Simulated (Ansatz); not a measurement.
One change: `C[S][Mg][Cl]` becomes `C[S][MgH]`.

Ansatz, PBE0-D4/def2-TZVP geometries, multiplicity 1. Each molecule was computed in one conformer, which needn't be the lowest.

| property | `C[S][Mg][Cl]` |
| --- | --- |
| size of the dipole moment (ωB97M-V/def2-TZVPP) / D | 1.63 |
| size of the dipole moment (PBE/def2-TZVPP) / D | 1.74 |
| ideal-gas entropy at 298 K and 1 bar (rigid rotor, harmonic PBE0-D4/def2-TZVP) / J/(mol·K) | 350 |
| LUMO energy (PBE0/def2-TZVPP) / eV | -1.49 |
| LUMO energy (ωB97M-V/def2-TZVPP) / eV | -0.12 |
| HOMO–LUMO gap (PBE0/def2-TZVPP) / eV | 5.32 |

**Question.** What does the change do to each property? (Best estimate.)

**Answer.** Computed: 
```csv
property,`C[S][MgH]`,shift
size of the dipole moment (ωB97M-V/def2-TZVPP) / D,1.26,-0.37
size of the dipole moment (PBE/def2-TZVPP) / D,1.23,-0.51
"ideal-gas entropy at 298 K and 1 bar (rigid rotor, harmonic PBE0-D4/def2-TZVP) / J/(mol·K)",314,-36
LUMO energy (PBE0/def2-TZVPP) / eV,-0.75,0.74
LUMO energy (ωB97M-V/def2-TZVPP) / eV,0.56,0.68
HOMO–LUMO gap (PBE0/def2-TZVPP) / eV,5.70,0.38
```

With PBE0 the HOMO rises by 0.35 eV and the LUMO rises by 0.74 eV, so the gap widens by about 0.39 eV. PBE moves the HOMO by 0.34 eV and ωB97M-V by 0.35 eV. Dipoles are sizes alone; their direction can turn.
